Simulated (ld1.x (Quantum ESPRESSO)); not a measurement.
# An all-electron radial function and its pseudo partner (Ti)

Columns: radius, all-electron u(r) and pseudo u(r) of the 3p shell (level -35.61 eV) of titanium in the configuration [Ne] 3s2 3p6 3d3 4s1 4p0; LDA (PZ), scalar-relativistic, TM scheme, ld1.x (Quantum ESPRESSO) 7.5.

```csv
r (bohr),all-electron,pseudo
0.108,0.4242,-0.0362
0.215,0.4886,-0.1384
0.322,0.1780,-0.2928
0.430,-0.2294,-0.4803
0.538,-0.5792,-0.6736
0.645,-0.8215,-0.8428
0.752,-0.9611,-0.9628
0.860,-1.0180,-1.0180
0.968,-1.0143,-1.0143
1.075,-0.9713,-0.9713
1.182,-0.9051,-0.9051
1.290,-0.8262,-0.8262
1.398,-0.7431,-0.7431
1.505,-0.6616,-0.6616
1.612,-0.5841,-0.5841
1.720,-0.5115,-0.5115
1.828,-0.4455,-0.4455
1.935,-0.3867,-0.3867
2.042,-0.3346,-0.3346
2.150,-0.2882,-0.2882
2.258,-0.2476,-0.2476
2.365,-0.2126,-0.2126
2.472,-0.1822,-0.1822
2.580,-0.1557,-0.1557
2.688,-0.1329,-0.1329
2.795,-0.1134,-0.1134
```

Q: How many radial nodes do the two functions have?

A: The all-electron 3p function has n − l − 1 = 1; the pseudo-wave has 0, since the states of the same l below it are removed with the core.

Q: At about which radius was the pseudo-wave matched?

A: 0.90 bohr, where the columns begin to agree (steps of 0.11 bohr).

Q: Is the pseudo-wave norm-conserving?

A: Yes: the TM scheme keeps the norm inside the radius equal to the all-electron one, which fixes the energy derivative of the logarithmic derivative at the level.
